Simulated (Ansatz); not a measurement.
C₂H₂AlF, SMILES `FC#[C][AlH2]`. The species carries charge 0 and has multiplicity 1.

```xyz
6

F     2.070    1.710    1.476
C     1.215    1.001    0.866
C     0.398    0.325    0.285
Al   -0.884   -0.729   -0.630
H    -2.387   -0.691   -0.147
H    -0.412   -1.615   -1.850
```

Problem. List the harmonic frequencies (cm⁻¹, unscaled) at PBE0-D4/def2-TZVP in Ansatz. (Estimate.)

Solution. The calculation gave: 121, 125, 427, 461, 488, 547, 614, 782, 1210, 1949, 1955, 2325.

Problem. Is this a minimum?

Solution. Yes, all 12 modes are real.

Problem. Give the ideal-gas thermochemistry at 298.15 K and 1 bar (rigid rotor, harmonic oscillator; point group C2v, symmetry number 2).

Solution. Zero-point energy 65.8 kJ/mol; H(298) − E = 82.6 kJ/mol; entropy 296.8 J/(mol·K), of which translation 162.2, rotation 94.2, vibration 40.5; G(298) − E = -5.9 kJ/mol.

Problem. And at 400, 500, 600, 800 and 1000 K?

Solution. 
| T (K) | H − E (kJ/mol) | S (J/mol/K) | G − E (kJ/mol) |
| --- | --- | --- | --- |
| 400 | 91.1 | 321.5 | -37.5 |
| 500 | 100.4 | 342.1 | -70.7 |
| 600 | 110.2 | 360.1 | -105.8 |
| 800 | 131.5 | 390.5 | -181.0 |
| 1000 | 154.1 | 415.8 | -261.7 |
